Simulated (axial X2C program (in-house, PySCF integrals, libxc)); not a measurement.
Outer orbitals of VO⁺ at 1.528 Å, PBE0

Computed with an axial X2C code built on PySCF integrals. Spin-free means the one-electron spin-free X2C Hamiltonian; two-component (2c) means X2C with spin–orbit coupling and atomic mean-field two-electron Coulomb and Gaunt terms, so the difference of the two also holds small scalar two-electron terms. Basis: V dyall-cv3z [10s10p6d4f2g], O dyall-av3z [7s6p3d2f] (cores contracted in-house); Gaussian nuclei, density fitting, unrestricted open shells. Masses: V 50.944 u, O 15.995 u.

The distance is close to the 2c PBE0 minimum; the highest filled and lowest empty levels are listed.

Spin-free orbitals, state M_S = 1, Λ = 0 (beyond evenly filled blocks: δ+α, δ-α) (Löwdin shares):

| symmetry | occupied | ε (eV) | atomic character |
| --- | --- | --- | --- |
| σβ | yes | -31.88 | 67% O s, 13% V d, 10% V p |
| σα | yes | -31.30 | 66% O s, 14% V d, 9% V p |
| σβ | yes | -16.78 | 68% O p, 22% V d, 3% O s |
| π-β | yes | -16.75 | 71% O p, 21% V d, 3% V f |
| π+β | yes | -16.75 | 71% O p, 21% V d, 3% V f |
| σα | yes | -16.71 | 57% O p, 33% V d, 5% O s |
| π-α | yes | -16.50 | 61% O p, 32% V d, 2% V f |
| π+α | yes | -16.50 | 61% O p, 32% V d, 2% V f |
| δ+α | yes | -13.59 | 98% V d |
| δ-α | yes | -13.59 | 98% V d |
| σα | no | -9.49 | 53% V s, 17% V d, 17% O p |
| π+α | no | -8.34 | 59% V d, 19% O p, 16% V p |
| π-α | no | -8.34 | 59% V d, 19% O p, 16% V p |
| σβ | no | -8.32 | 57% V s, 15% V d, 12% O p |

Spinors with spin–orbit coupling (state Ω = 1):

| ω | occupied | ε (eV) | atomic character | λ mixture |
| --- | --- | --- | --- | --- |
| -1/2 | yes | -31.88 | 67% O s, 13% V d, 10% V p | 100% σ |
| 1/2 | yes | -31.30 | 66% O s, 14% V d, 9% V p | 100% σ |
| -1/2 | yes | -16.78 | 68% O p, 22% V d, 3% O s | 100% σ |
| 1/2 | yes | -16.76 | 71% O p, 21% V d, 3% V f | 100% π |
| -3/2 | yes | -16.74 | 71% O p, 21% V d, 3% V f | 100% π |
| 1/2 | yes | -16.72 | 57% O p, 33% V d, 5% O s | 100% σ |
| -1/2 | yes | -16.51 | 61% O p, 32% V d, 2% V f | 100% π |
| 3/2 | yes | -16.49 | 61% O p, 32% V d, 2% V f | 100% π |
| -3/2 | yes | -13.62 | 98% V d | 100% δ |
| 5/2 | yes | -13.57 | 98% V d | 100% δ |
| 1/2 | no | -9.48 | 53% V s, 18% V d, 17% O p | 100% σ |
| -1/2 | no | -8.35 | 58% V d, 19% O p, 16% V p | 97% π, 3% σ |
| 3/2 | no | -8.32 | 59% V d, 19% O p, 16% V p | 100% π |
| -1/2 | no | -8.32 | 56% V s, 16% V d, 12% O p | 97% σ, 3% π |

Mulliken charges and populations of the two-component result (they depend on the basis, above all on diffuse functions):

V 1.32 e (s 5.99 p 12.06 d 3.59 f 0.04 g 0.01), O -0.32 e (s 3.93 p 4.33 d 0.04 f 0.01). ⟨Lz⟩ = 0.00 ħ and ⟨Sz⟩ = 1.00 ħ (1.17 and -0.17 on the two atoms), which add up to Ω.

The state is one determinant whose occupation by symmetry is held fixed; it was picked as the lowest of a PBE0 search that is not exhaustive. Density functionals use the spin component along the axis (collinear). With several unpaired electrons one determinant need not be a pure state. Open-shell Ω = 0 determinants with evenly filled partner blocks cannot be reached by this program, so the Ω shown need not be the lowest component. The determinant is spin-polarised beyond a pure state at some levels (its spin-free form has ⟨S²⟩ too high), which makes Re and μ there less reliable.
